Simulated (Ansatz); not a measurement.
`C#Cc1ccc(C#Cc2ccc(C#Cc3ccc(C#Cc4ccccc4)cc3)cc2)cc1` with charge -1, relaxed as a doublet with UKS PBE-D4/def2-SVP in Ansatz, starting from the PBE-D4/def2-SVP geometry of the neutral singlet. Force threshold 0.03 eV/Å.

Single mean-field runs in def2-SVP are fitted with def2-universal-jkfit.

Start:

Cartesian coordinates in Å:
```
C 12.609 4.527 -3.555
C 11.494 4.127 -3.241
C 10.195 3.661 -2.875
C 9.449 4.317 -1.863
C 8.180 3.861 -1.505
C 7.608 2.732 -2.146
C 6.310 2.267 -1.781
C 5.189 1.866 -1.464
C 3.892 1.400 -1.098
C 2.734 1.885 -1.760
C 1.466 1.430 -1.402
C 1.304 0.471 -0.369
C 0.007 0.005 -0.003
C -1.114 -0.398 0.313
C -2.411 -0.865 0.679
C -3.168 -0.196 1.675
C -4.436 -0.652 2.033
C -4.999 -1.796 1.409
C -6.296 -2.262 1.775
C -7.417 -2.664 2.091
C -8.715 -3.131 2.458
C -9.869 -2.664 1.779
C -11.139 -3.125 2.143
C -11.284 -4.056 3.185
C -10.148 -4.526 3.864
C -8.873 -4.071 3.508
C -4.241 -2.465 0.414
C -2.973 -2.009 0.056
C 2.462 -0.014 0.293
C 3.730 0.442 -0.065
C 8.355 2.077 -3.159
C 9.624 2.532 -3.516
H 13.593 4.879 -3.832
H 9.885 5.193 -1.361
H 7.609 4.376 -0.719
H 2.850 2.628 -2.562
H 0.574 1.811 -1.920
H -2.741 0.692 2.163
H -5.016 -0.126 2.805
H -9.750 -1.935 0.964
H -12.027 -2.755 1.608
H -12.285 -4.417 3.468
H -10.256 -5.256 4.681
H -7.980 -4.436 4.037
H -4.669 -3.352 -0.076
H -2.393 -2.534 -0.718
H 2.346 -0.757 1.095
H 4.622 0.060 0.454
H 7.919 1.201 -3.662
H 10.195 2.018 -4.302
```

```tsv
step	energy (eV)	largest force component (eV/Å)	SCF passes
1	-33407.4263	0.887	60
2	-33407.4871	0.409	32
3	-33407.5248	0.243	31
4	-33407.5588	0.366	30
5	-33407.6021	0.269	29
6	-33407.6438	0.213	28
7	-33407.6827	0.207	24
8	-33407.7194	0.201	24
9	-33407.7603	0.204	25
10	-33407.7957	0.147	24
11	-33407.8353	0.266	24
13	-33407.9028	0.227	24
15	-33407.9707	0.220	28
17	-33408.0584	0.192	28
19	-33408.1278	0.232	28
21	-33408.2028	0.121	28
23	-33408.2515	0.141	22
25	-33408.2808	0.178	23
27	-33408.3066	0.095	22
29	-33408.3181	0.059	22
31	-33408.3238	0.099	22
33 (rejected)	-33408.3279	0.033	18
35	-33408.3295	0.010	20
37	-33408.3304	0.013	20
39	-33408.3310	0.015	20
```

Force components are those of the run's own axes.

End:

Cartesian coordinates in Å:
```
C 12.6313 4.5372 -3.5618
C 11.5116 4.1349 -3.2463
C 10.2183 3.6705 -2.8820
C 9.9731 2.2882 -2.6324
C 8.7098 1.8325 -2.2765
C 7.6027 2.7311 -2.1453
C 6.3226 2.2713 -1.7848
C 5.1917 1.8653 -1.4650
C 3.9128 1.4060 -1.1041
C 2.8086 2.3071 -0.9559
C 1.5478 1.8545 -0.5996
C 1.2903 0.4640 -0.3647
C 0.0123 0.0049 -0.0043
C -1.1191 -0.4016 0.3160
C -2.3972 -0.8608 0.6765
C -3.4963 0.0427 0.8493
C -4.7574 -0.4112 1.2059
C -5.0181 -1.8025 1.4158
C -6.3000 -2.2632 1.7776
C -7.4287 -2.6688 2.0963
C -8.7146 -3.1309 2.4587
C -8.9764 -4.5227 2.6422
C -10.2497 -4.9723 3.0003
C -11.3084 -4.0629 3.1898
C -11.0675 -2.6865 3.0129
C -9.7992 -2.2229 2.6547
C -3.9221 -2.7064 1.2430
C -2.6603 -2.2537 0.8878
C 2.3952 -0.4371 -0.5137
C 3.6562 0.0160 -0.8687
C 7.8550 4.1180 -2.3969
C 9.1196 4.5701 -2.7530
H 13.6133 4.8900 -3.8385
H 10.8080 1.5768 -2.7262
H 8.5429 0.7612 -2.0883
H 2.9792 3.3803 -1.1312
H 0.7166 2.5676 -0.4919
H -3.3213 1.1178 0.6932
H -5.5841 0.3041 1.3329
H -8.1529 -5.2379 2.4953
H -10.4230 -6.0526 3.1349
H -12.3096 -4.4227 3.4720
H -11.8861 -1.9627 3.1580
H -9.6168 -1.1462 2.5181
H -4.0974 -3.7818 1.3987
H -1.8335 -2.9689 0.7614
H 2.2244 -1.5102 -0.3389
H 4.4876 -0.6971 -0.9759
H 7.0211 4.8298 -2.3034
H 9.2873 5.6416 -2.9417
```

By distances, no bond broke or formed. The bond that changes most is C12–C13, from 1.43 to 1.40 Å (atoms count from 1).

The force fell under the threshold at step 34, but the optimiser went on and released 0.003 eV more. No frequencies were taken in this run, so the end may be a saddle point.

It took 3.2 min on 2 threads of AMD EPYC 7R13 on a shared host and a share (18 GiB) of an NVIDIA H100 80GB HBM3, peak host memory 1.1 GiB.
